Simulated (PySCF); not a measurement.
Levels of Cd³⁷⁺ from EOM-EA-GCCSD

Reference: closed-shell Cd³⁸⁺, [Ne]; one electron is added. Calculated with PySCF 2.14, two-component X2C-1e with screened spin-orbit coupling, an even-tempered Gaussian basis (17 s from 4.1 bohr⁻², ratio 2.6; 13 p from 5.4 bohr⁻², ratio 2.6; 6 d from 5.5 bohr⁻², ratio 2.8; 3 f from 130 bohr⁻², ratio 2.8); frozen 1s2; the 54 highest virtual spinors dropped; of the others 44 kept and the rest restored at second order. No Breit or QED terms. Binding energies in eV.

| level | Koopmans | second order | EOM-CCSD |
| --- | --- | --- | --- |
| 3s1/2 | 2498.7 | 2499.4 | 2499.4 |
| 3p1/2 | 2414.1 | 2414.9 | 2414.9 |
| 3p3/2 | 2363.4 | 2364.2 | 2364.2 |
| 3d3/2 | 2253.2 | 2253.8 | 2253.8 |
| 3d5/2 | 2242.3 | 2242.9 | 2242.9 |

Electric-dipole lines between these computed levels:

| lower | upper | ΔE (eV) | vacuum wavelength (nm) |
| --- | --- | --- | --- |
| 3s1/2 | 3p1/2 | 84.461 | 14.68 |
| 3s1/2 | 3p3/2 | 135.17 | 9.172 |
| 3p1/2 | 3d3/2 | 161.11 | 7.696 |
| 3p3/2 | 3d3/2 | 110.40 | 11.23 |
| 3p3/2 | 3d5/2 | 121.31 | 10.22 |

For comparison, the ionisation energy of Cd³⁷⁺ is 2498.62 ± 0.08 eV (semi-empirical (NIST evaluation); NIST Atomic Spectra Database, ionization energies).

Only part of the computed levels is shown.
